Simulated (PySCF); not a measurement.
## Energy of Mo (molybdenum, neutral) between two integer charges

The 5s alpha orbital of [Kr] 4d5 5s1 is emptied in steps (occupation f), with all orbitals relaxed, ending at [Kr] 4d5. All numbers are calculated (PySCF 2.14, a scalar-relativistic core potential, in def2-TZVPPD with the def2 core potential (28 electrons) (6s4p3d2f1g, 56 functions)). The exact energy is a straight line in f; departures are measured from the line between the end points of the same method.

```tsv
f	UHF (eV)	LDA (eV)	PBE (eV)
1	0.000	0.000	0.000
0.75	0.039	-0.556	-0.547
0.5	0.050	-0.746	-0.736
0.25	0.037	-0.562	-0.556
0	0.000	0.000	0.000
```

**Question.** For UHF, how does the orbital energy at f = 1 compare with the removal energy?

**Answer.** −ε = 6.483 eV against a total-energy difference of 6.269 eV. By Janak's theorem ε = ∂E/∂f, so the gap between them reflects the curvature. Along the path −ε is 6.368 (f = 0.75), 6.263 (f = 0.5), 6.168 (f = 0.25) eV.

| method | E(f=0) − E(f=1) (eV) | −ε at f=1 (eV) | −ε at f=0.5 (eV) |
| --- | --- | --- | --- |
| UHF | 6.269 | 6.483 | 6.263 |
| LDA | 7.782 | 4.835 | 7.768 |
| PBE | 7.513 | 4.616 | 7.490 |

Reference removal energy between the ground levels: 7.092 eV (measured; NIST Atomic Spectra Database, ionization energies). UHF lacks correlation.
